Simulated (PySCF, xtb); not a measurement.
C4H4OSe, SMILES O=C[C@@H]1C=C[Se]1. One conformer was computed; it need not be the lowest.

Harmonic wavenumbers (cm⁻¹) from GFN2-xTB (xtb) at its own minimum, in rising order: 76, 151, 194, 352, 431, 561, 665, 723, 790, 796, 871, 939, 967, 1024, 1059, 1159, 1250, 1368, 1606, 1760, 2740, 2955, 3110, 3125.

### Question
What does ωB97X-D3(BJ)/def2-SVP run with PySCF 2.14.0 give at its own minimum? (The exact figures need the calculation; the answer reports its results.)

### Answer
95, 174, 232, 376, 493, 617, 677, 776, 802, 913, 954, 1006, 1033, 1083, 1121, 1256, 1359, 1417, 1680, 1885, 2953, 3131, 3232, 3270. Paired by order, the mean absolute difference is 78 cm⁻¹ and the zero-point energies are 41.0 and 43.7 kcal/mol.
